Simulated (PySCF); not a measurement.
PySCF input file for BHCl2, SMILES ClBCl, TDDFT-PBE0/def2-SVPD. The structure is a stationary point at PBE0-D3(BJ)/def2-TZVP.

```python
import numpy as np
from pyscf import gto, scf, dft, tdscf

mol = gto.M(
    atom='''
    B     0.00000000    0.00000000    0.69928017
    H    -0.00000000    0.00000000    1.88596777
    Cl   -0.00000000   -1.50703082   -0.15830496
    Cl   -0.00000000    1.50703082   -0.15830496
    ''',
    basis='def2-SVPD',
    charge=0,
    spin=0,
    symmetry=True,
    max_memory=1600,
    verbose=4,
)
mf = dft.RKS(mol, xc='pbe0').density_fit(auxbasis='def2-universal-jkfit')
mf.grids.level = 3
mf.conv_tol = 1e-9
mf.max_cycle = 100
mf.kernel()
mf.grids = dft.Grids(mol).set(level=1).build(with_non0tab=True)  # coarser grid for the response kernel
td = tdscf.TDDFT(mf)
td.singlet = True
td.nstates = 10
td.conv_tol = 1e-4
td.kernel(x0=td.get_init_guess(mf, 15))
td.analyze()
tt = tdscf.TDA(mf)
tt.singlet = False
tt.nstates = 4
tt.conv_tol = 1e-4
tt.kernel(x0=tt.get_init_guess(mf, 9))
tt.analyze(verbose=3)
```

Output:

```
PySCF version 2.14.0

[INPUT] verbose = 4
[INPUT] num. atoms = 4
[INPUT] num. electrons = 40
[INPUT] charge = 0
[INPUT] spin (= nelec alpha-beta = 2S) = 0
[INPUT] symmetry True subgroup None
[INPUT] Mole.unit = angstrom
[INPUT] Symbol           X                Y                Z      unit          X                Y                Z       unit  Magmom
[INPUT]  1 B      0.000000000000   0.000000000000   0.699280170000 AA    0.000000000000   0.000000000000   1.321448005639 Bohr   0.0
[INPUT]  2 H      0.000000000000   0.000000000000   1.885967770000 AA    0.000000000000   0.000000000000   3.563962565057 Bohr   0.0
[INPUT]  3 Cl     0.000000000000  -1.507030820000  -0.158304960000 AA    0.000000000000  -2.847875511079  -0.299153018560 Bohr   0.0
[INPUT]  4 Cl     0.000000000000   1.507030820000  -0.158304960000 AA    0.000000000000   2.847875511079  -0.299153018560 Bohr   0.0

nuclear repulsion = 111.934979538515
point group symmetry = C2v
symmetry origin: [ 0.00000000e+00  0.00000000e+00 -9.44863121e-10]
symmetry axis x: [-1. -0. -0.]
symmetry axis y: [0. 1. 0.]
symmetry axis z: [0. 0. 1.]
num. orbitals of irrep A1 = 33
num. orbitals of irrep A2 = 10
num. orbitals of irrep B1 = 14
num. orbitals of irrep B2 = 25
number of shells = 34
number of NR pGTOs = 130
number of NR cGTOs = 82
basis = def2-SVPD
ecp = {}


******** <class 'pyscf.df.df_jk.DFSymAdaptedRKS'> ********
method = DFSymAdaptedRKS
initial guess = minao
damping factor = 0
level_shift factor = 0
DIIS = <class 'pyscf.scf.diis.CDIIS'>
diis_start_cycle = 1
diis_space = 8
diis_damp = 0
SCF conv_tol = 1e-09
SCF conv_tol_grad = None
SCF max_cycles = 100
direct_scf = False
XC library pyscf.dft.libxc version 7.1.2
    S. Lehtola, C. Steigemann, M. J. T. Oliveira, and M. A. L. Marques,  SoftwareX 7, 1–5 (2018)
XC functionals = pbe0
    C. Adamo and V. Barone,  J. Chem. Phys. 110, 6158 (1999)
    M. Ernzerhof and G. E. Scuseria,  J. Chem. Phys. 110, 5029 (1999)
radial grids:
    Treutler-Ahlrichs [JCP 102, 346 (1995); DOI:10.1063/1.469408] (M4) radial grids

becke partition: Becke, JCP 88, 2547 (1988); DOI:10.1063/1.454033
pruning grids: <function nwchem_prune>
grids dens level: 3
symmetrized grids: True
atomic radii adjust function: <function treutler_atomic_radii_adjust>
small_rho_cutoff = 0
Freeze 0 electrons in irreps []
    40 free electrons in irreps A1 A2 B1 B2
Set gradient conv threshold to 3.16228e-05
Initial guess from minao.
tot grids = 61616
******** <class 'pyscf.df.df.DF'> ********
auxbasis = def2-universal-jkfit
init E= -945.495193152396
HOMO (A1) = -0.357450948855706  LUMO (B1) = -0.0948767372842203  gap/eV = 7.14501
cycle= 1 E= -945.277450213688  delta_E= 0.218  |g|= 0.198  |ddm|= 2.22
HOMO (B2) = -0.329841765634955  LUMO (B1) = -0.0854900256603797  gap/eV = 6.64915
cycle= 2 E= -945.271951408786  delta_E= 0.0055  |g|= 0.25  |ddm|= 0.507
HOMO (A1) = -0.340481069348414  LUMO (B1) = -0.065192208562336  gap/eV = 7.49099
cycle= 3 E= -945.28955383137  delta_E= -0.0176  |g|= 0.021  |ddm|= 0.291
HOMO (A1) = -0.344934322069488  LUMO (B1) = -0.0693116851061821  gap/eV = 7.50007
cycle= 4 E= -945.289678075871  delta_E= -0.000124  |g|= 0.00745  |ddm|= 0.0286
HOMO (A1) = -0.343972254624407  LUMO (B1) = -0.0681452292909703  gap/eV = 7.50564
cycle= 5 E= -945.289694008443  delta_E= -1.59e-05  |g|= 0.000617  |ddm|= 0.00977
HOMO (A1) = -0.343999508211628  LUMO (B1) = -0.0681962523329334  gap/eV = 7.50499
cycle= 6 E= -945.289694135637  delta_E= -1.27e-07  |g|= 0.000206  |ddm|= 0.00117
HOMO (A1) = -0.34398458313249  LUMO (B1) = -0.0681805783447589  gap/eV = 7.50501
cycle= 7 E= -945.289694148702  delta_E= -1.31e-08  |g|= 3.87e-05  |ddm|= 0.000282
HOMO (A1) = -0.343983391899546  LUMO (B1) = -0.0681780522009026  gap/eV = 7.50505
cycle= 8 E= -945.289694149168  delta_E= -4.66e-10  |g|= 4.29e-06  |ddm|= 5.67e-05
HOMO (A1) = -0.34398472926507  LUMO (B1) = -0.0681795786511259  gap/eV = 7.50504
Extra cycle  E= -945.289694149173  delta_E= -5e-12  |g|= 2.63e-06  |ddm|= 9.93e-06
converged SCF energy = -945.289694149173
tot grids = 20288


******** <class 'pyscf.tdscf.rks.TDDFT'> for <class 'pyscf.df.df_jk.DFSymAdaptedRKS'> ********
nstates = 10 singlet
deg_eia_thresh = 1.000e-03
wfnsym = None
conv_tol = 0.0001
eigh lindep = 1e-12
eigh level_shift = 0
eigh max_cycle = 100


Excitation energies (eV)
[5.74468526 5.85891761 6.95736022 8.16675497 8.66263369 8.68806328
 8.72058474 8.80096197 9.05769411 9.33501251]

** Singlet excitation energies and oscillator strengths **
Excited State   1:   B1      5.74469 eV    215.82 nm  f=0.0010
      20 -> 21        0.70622
Excited State   2:   A2      5.85892 eV    211.62 nm  f=0.0000
      19 -> 21       -0.70644
Excited State   3:   B2      6.95736 eV    178.21 nm  f=0.1563
      18 -> 21       -0.69065
Excited State   4:   A1      8.16675 eV    151.82 nm  f=0.0357
      17 -> 21        0.68515
Excited State   5:   A1      8.66263 eV    143.13 nm  f=0.0362
      20 -> 22        0.69062
Excited State   6:   B2      8.68806 eV    142.71 nm  f=0.0826
      19 -> 22        0.67689
      20 -> 24       -0.17977
Excited State   7:   B1      8.72058 eV    142.17 nm  f=0.0024
      15 -> 21       -0.70463
Excited State   8:   A2      8.80096 eV    140.88 nm  f=0.0000
      16 -> 21       -0.70236
Excited State   9:   A2      9.05769 eV    136.88 nm  f=0.0000
      18 -> 22        0.69342
Excited State  10:   A1      9.33501 eV    132.82 nm  f=0.0873
      19 -> 24       -0.12955
      20 -> 23       -0.67186
      20 -> 25       -0.12908

** Transition electric dipole moments (AU) **
state          X           Y           Z        Dip. S.      Osc.
  1         0.0855     -0.0000      0.0000      0.0073      0.0010
  2         0.0000     -0.0000     -0.0000      0.0000      0.0000
  3        -0.0000      0.9574      0.0000      0.9167      0.1563
  4         0.0000      0.0000     -0.4226      0.1786      0.0357
  5        -0.0000     -0.0000      0.4127      0.1703      0.0362
  6         0.0000     -0.6229     -0.0000      0.3880      0.0826
  7        -0.1050      0.0000     -0.0000      0.0110      0.0024
  8         0.0000     -0.0000     -0.0000      0.0000      0.0000
  9        -0.0000      0.0000      0.0000      0.0000      0.0000
 10        -0.0000      0.0000      0.6178      0.3817      0.0873

** Transition velocity dipole moments (imaginary part, AU) **
state          X           Y           Z        Dip. S.      Osc.
  1         0.0168     -0.0000      0.0000      0.0003      0.0009
  2         0.0000     -0.0000      0.0000      0.0000      0.0000
  3         0.0000      0.2459      0.0000      0.0605      0.1577
  4        -0.0000     -0.0000     -0.1255      0.0157      0.0350
  5         0.0000     -0.0000      0.1276      0.0163      0.0341
  6         0.0000     -0.2033      0.0000      0.0413      0.0863
  7        -0.0301     -0.0000     -0.0000      0.0009      0.0019
  8         0.0000      0.0000      0.0000      0.0000      0.0000
  9        -0.0000     -0.0000      0.0000      0.0000      0.0000
 10        -0.0000      0.0000      0.2168      0.0470      0.0913

** Transition magnetic dipole moments (imaginary part, AU) **
state          X           Y           Z
  1         0.0000     -1.2201     -0.0000
  2        -0.0000     -0.0000      0.4954
  3         0.4542      0.0000     -0.0000
  4        -0.0000     -0.0000      0.0000
  5        -0.0000      0.0000     -0.0000
  6         0.7639     -0.0000      0.0000
  7        -0.0000      0.8973      0.0000
  8        -0.0000     -0.0000     -1.4013
  9        -0.0000      0.0000     -0.9855
 10         0.0000      0.0000      0.0000


******** <class 'pyscf.tdscf.rks.TDA'> for <class 'pyscf.df.df_jk.DFSymAdaptedRKS'> ********
nstates = 4 triplet
deg_eia_thresh = 1.000e-03
wfnsym = None
conv_tol = 0.0001
eigh lindep = 1e-12
eigh level_shift = 0
eigh max_cycle = 100


Excitation energies (eV)
[5.29120102 5.66242864 5.84430115 6.67007628]

** Triplet excitation energies and oscillator strengths **
Excited State   1:   B1      5.29120 eV    234.32 nm  f=0.0000
Excited State   2:   A2      5.66243 eV    218.96 nm  f=0.0000
Excited State   3:   B2      5.84430 eV    212.15 nm  f=0.0000
Excited State   4:   A1      6.67008 eV    185.88 nm  f=0.0000
```

The calculation finished and met its thresholds.
